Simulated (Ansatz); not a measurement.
AlO3H3⁻, that is Al(OH)3 with one electron more. The state is a doublet with charge -1. Geometry PBE-D4/def2-TZVP, that of the neutral singlet; atoms count from 1.

```
atom   x (Å)   y (Å)   z (Å)
 Al1   0.000   0.000   0.000
  O2   1.497   0.819   0.029
  H3   1.970   0.944   0.863
  O4  -0.826  -0.217  -1.479
  H5  -0.450   0.123  -2.302
  O6  -0.671  -0.603   1.449
  H7  -1.519  -1.068   1.439
```

The highest occupied level of the charge -1 doublet lies above zero (up to 1.40 eV). By energy differences it is unbound by 0.20 eV (vertical, to the charge 0 singlet, at PBE0-D4/def2-TZVPD) and held by the finite basis.

**Question.** Estimate the Mulliken populations from the PBE0/def2-TZVPD orbitals of Ansatz.

**Answer.** 
```
atom  charge (e)  spin (α − β)
 Al1       -2.13          2.76
  O2        0.29         -0.78
  H3        0.08          0.19
  O4        0.29         -0.78
  H5        0.08          0.19
  O6        0.29         -0.78
  H7        0.08          0.19
```
Mulliken values and Mayer orders depend strongly on the basis. With diffuse functions, as here, like atoms can get unlike values, and bond orders can come out too low or too high.

**Question.** Where does the spin sit?

**Answer.** Summed by element: Al 2.76, O -2.34, H 0.58, of 1 unpaired in all. Largest on single atoms: Al1 2.76, O6 -0.78, O2 -0.78.
